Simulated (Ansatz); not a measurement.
`C[BH][GeH3]` and `C[B]([AlH2])[GeH3]` differ in one atom or group.

Ansatz, PBE0-D4/def2-TZVP geometries, multiplicity 1. 

Scalar relativity is left out up to krypton.

```csv
property,`C[BH][GeH3]`
HOMO energy (B3LYP/def2-TZVPP) / eV,-7.66
size of the dipole moment (B3LYP/def2-TZVPP) / D,1.37
size of the dipole moment (PBE/def2-TZVPP) / D,1.36
LUMO energy (ωB97M-V/def2-TZVPP) / eV,0.20
HOMO energy (ωB97M-V/def2-TZVPP) / eV,-9.99
LUMO energy (PBE/def2-TZVPP) / eV,-2.73
```

Task: What does the change do to each property? (Estimate.)

Result: Ansatz gave: 
```csv
property,`C[B]([AlH2])[GeH3]`,shift
HOMO energy (B3LYP/def2-TZVPP) / eV,-6.61,1.05
size of the dipole moment (B3LYP/def2-TZVPP) / D,1.62,0.25
size of the dipole moment (PBE/def2-TZVPP) / D,1.62,0.26
LUMO energy (ωB97M-V/def2-TZVPP) / eV,-0.20,-0.40
HOMO energy (ωB97M-V/def2-TZVPP) / eV,-8.82,1.17
LUMO energy (PBE/def2-TZVPP) / eV,-3.08,-0.35
```

With PBE0 the HOMO rises by 1.06 eV and the LUMO falls by 0.40 eV, so the gap narrows by about 1.46 eV. PBE moves the HOMO by 0.95 eV and ωB97M-V by 1.17 eV. Dipoles are sizes alone; their direction can turn.

B3LYP here is the variant with VWN-RPA as its local correlation; programs differ in this.
